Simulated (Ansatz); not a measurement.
`[OH][Ge]([OH])([OH])[Cl]` + `[SiH3]C([SiH3])S` → `[OH][GeH]([OH])[Cl]` + `OC([SiH3])([SiH3])S`  (redistribution)

Program: Ansatz. Geometries: PBE0-D4/def2-TZVP. ΔE: electronic, gas phase. CCSD(T)/CBS adds triple-zeta CCSD(T) − MP2 to the extrapolated MP2 energy (def2 sets, frozen cores). DFT in def2-TZVPP. B3LYP here is the variant with VWN-RPA as its local correlation; programs differ in this. For Ge outer-core shells are correlated without core-valence functions, which leaves a few kJ/mol of doubt a bond. Scalar relativity is left out up to krypton. One conformer a species, not always the lowest.

```csv
level,ΔE (kJ/mol),difference from CCSD(T)/CBS
PBE-D4,123.6,-19.4
r2SCAN-D4,137.4,-5.6
PBE0-D4,134.2,-8.8
B3LYP-D4,133.7,-9.3
ωB97X-V,136.9,-6.1
ωB97M-V,137.4,-5.6
B2PLYP,142.6,-0.4
PBE,124.6,-18.4
r2SCAN,137.6,-5.4
PBE0,135.0,-8.0
B3LYP,135.4,-7.6
HF/def2-TZVPP,158.9,15.9
MP2/def2-TZVPP,152.7,9.7
SCS-MP2/def2-TZVPP,151.4,8.4
CCSD/def2-TZVPP,149.7,6.7
CCSD(T)/def2-TZVPP,146.8,3.8
HF/def2-QZVPP,159.3,16.3
MP2/def2-QZVPP,150.7,7.7
SCS-MP2/def2-QZVPP,149.9,6.9
HF/CBS(def2),159.4,16.4
MP2/CBS(def2),149.0,6.0
CCSD/CBS(def2),146.0,3.0
CCSD(T)/CBS,143.0,0
```

Largest T1 diagnostic among the species: 0.013.

From PBE to PBE0 (25 % exact exchange), in def2-TZVPP and without D4, ΔE moves by +10.4 kJ/mol. In def2-TZVPP, CCSD(T) changes the Hartree–Fock value by −12.2 kJ/mol (the triples alone add −3.0 kJ/mol) and MP2 by −6.2 kJ/mol.
